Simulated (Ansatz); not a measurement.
Ideal-gas functions of CH5BTe (`B[Te]C`) at 400 K and 1 bar, from an Ansatz frequency run at PBE0-D4/def2-TZVP.

Molar mass 155.46 g/mol, point group Cs (symmetry number 1), electronic degeneracy 1, moments of inertia 49.474, 82.447, 128.716 u Å². Harmonic wavenumbers (cm⁻¹, unscaled): 69, 192, 421, 544, 615, 673, 845, 855, 877, 1139, 1258, 1453, 1462, 2598, 2712, 3082, 3187, 3195.

Use S(trans) = R[1.5 ln M + 2.5 ln T − 1.1517]; rotational temperatures θ = 24.2544 K / I; S(rot) = R[ln(√π/σ · √(T³/θAθBθC)) + 1.5]; for each mode x = 1.438777 ν̃/T, S = R[x/(eˣ − 1) − ln(1 − e⁻ˣ)] and H = RT x/(eˣ − 1); 1 cm⁻¹ = 0.0119627 kJ/mol; R = 8.31446 J/(mol·K).

Task: By hand: the entropy, in J/(mol·K).

Result: Translation 177.9. Rotation: θ = 0.4902, 0.2942, 0.1884 K, giving 106.9. Vibration, mode by mode: 19.92, 11.56, 5.62, 3.94, 3.22, 2.74, 1.68, 1.63, 1.53, 0.72, 0.50, 0.28, 0.27, 0.01, 0.01, 0.00, 0.00, 0.00, in all 53.6. Electronic 0.0. Sum 338.4 J/(mol·K).

Task: By hand: H − E and G − E in kJ/mol, counted from the electronic energy.

Result: Zero-point energy ½ × 25177 × 0.0119627 = 150.6; thermal vibration 11.5; translation, rotation and pV give 4 RT = 13.3. H − E = 175.4 kJ/mol, and G − E = 175.4 − 400 × 338.4/1000 = 40.0 kJ/mol.

Vibration gives 16 % of the entropy, 19.9 J/(mol·K) of it from the mode under 150 cm⁻¹: soft modes count most, and the harmonic formula is weakest for them.
